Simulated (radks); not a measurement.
The zirconium ion Zr6+ is in [Ar] 3d10 4s2 4p4. All-electron calculation, scalar-relativistic Kohn-Sham, LDA (Slater exchange, Perdew-Wang correlation), spin-polarised, spherical densities, finite nucleus; Fermi nuclear charge, rms radius of each element as measured or else 0.836 A^(1/3) + 0.57 fm. Program: a radial shooting solver on a logarithmic mesh with Libxc functionals. Open shells are filled with parallel spins first. One electron is removed from 4p, 4s, 3d, 3p in turn, with full relaxation. Which removal costs least, and what does each cost?

Answer. 4p 113.47 eV; 4s 138.08 eV; 3d 277.72 eV; 3p 419.41 eV. The 4p electron leaves first.
